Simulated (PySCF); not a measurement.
## Calculated data, C2H7OSi, CH6NOSi

All values are calculated (PySCF 2.14.0). Calculation on a computer-drawn molecule: the log of a Hartree-Fock and frozen-core CCSD(T) single point meant for a local Hartree-Fock minimum, with one planted fault or none, to be diagnosed. Offsets are logged minus clean, where the clean run is the same molecule without the fault. The reference is restricted for singlets and unrestricted otherwise, and also for a bond in bohr or an excited solution. Adding or removing an electron swaps singlet and doublet. The excited solution moves the top pair (singlet) or top alpha electron (doublet) to the lowest empty orbital. Highest occupied and lowest empty are orbital energies over both spins, largest force is the largest gradient component, triples share is (T) over the correlation energy, the T1 limit is 0.02 restricted and 0.045 unrestricted, electrons count all cores, a negative frequency is imaginary (commonest isotopes), and the dipole is about the centre of nuclear charge.

Common to all runs: meant charge 0; meant multiplicity 2; meant basis cc-pV(D+d)Z; logged electrons 40; logged SCF converged yes; logged spin squared 0; logged CC converged yes; logged SCF stable within its kind yes; possible faults no fault, one electron removed, one electron added, multiplicity raised by two, geometry at a saddle point, SCF held on an excited solution, minimal basis STO-3G, one bond length entered in bohr, all coordinates scaled.

(1) C2H7OSi

Logged structure:
```xyz
11
C2H7OSi
C     -0.9310    -1.4354    -1.1020
O      0.0907    -1.1147    -2.0066
Si     1.6965    -0.8964    -1.6920
C      2.0529     0.8373    -1.0558
H     -1.1769    -0.5818    -0.4638
H     -1.8198    -1.7091    -1.6692
H     -0.6519    -2.2788    -0.4638
H      2.1332    -1.9018    -0.6812
H      3.1200     0.9517    -0.8456
H      1.5016     1.0304    -0.1293
H      1.7643     1.5943    -1.7888
```

```
logged basis functions               : 100
logged highest occupied              : -17.279 eV
logged lowest empty                  : -6.5831 eV
logged largest force                 : 0.084406 hartree/bohr
logged T1 diagnostic                 : 0.01976
logged D1 diagnostic                 : 0.086262
logged triples share                 : 0.027549
logged dipole magnitude              : 3.4965 debye
logged energy HF                     : -443.33065 hartree
logged energy CCSD(T)                : -443.95103 hartree
planted fault                        : one electron removed
HF energy offset from clean run      : 176 kcal/mol
CCSD(T) energy offset from clean run : 176.6 kcal/mol
```

Drawn bonds:
```tsv
atom	other atom	order
1	2	1
2	3	1
3	4	1
1	5	1
1	6	1
1	7	1
3	8	1
4	9	1
4	10	1
4	11	1
```

(2) CH6NOSi

Logged structure:
```xyz
10
CH6NOSi
C     -1.2537    -1.2537    -1.7552
O     -0.8979    -0.8373    -0.4608
Si     0.4624    -0.0114    -0.0406
N      0.5433     1.4681    -0.9215
H     -2.2826    -1.6109    -1.7288
H     -0.6098    -2.0705    -2.0929
H     -1.1815    -0.4320    -2.4709
H      1.6963    -0.7616    -0.4082
H     -0.1566     2.1722    -0.7746
H      1.4408     1.8981    -1.0524
```

```
logged basis functions               : 95
logged highest occupied              : -17.352 eV
logged lowest empty                  : -6.3864 eV
logged largest force                 : 0.11373 hartree/bohr
logged T1 diagnostic                 : 0.020617
logged D1 diagnostic                 : 0.087484
logged triples share                 : 0.028646
logged dipole magnitude              : 4.3952 debye
logged energy HF                     : -459.36096 hartree
logged energy CCSD(T)                : -460.0054 hartree
planted fault                        : one electron removed
HF energy offset from clean run      : 170.8 kcal/mol
CCSD(T) energy offset from clean run : 166.6 kcal/mol
```

Drawn bonds:
```tsv
atom	other atom	order
1	2	1
2	3	1
3	4	1
1	5	1
1	6	1
1	7	1
3	8	1
4	9	1
4	10	1
```

Notes: T1 above single-reference limit.
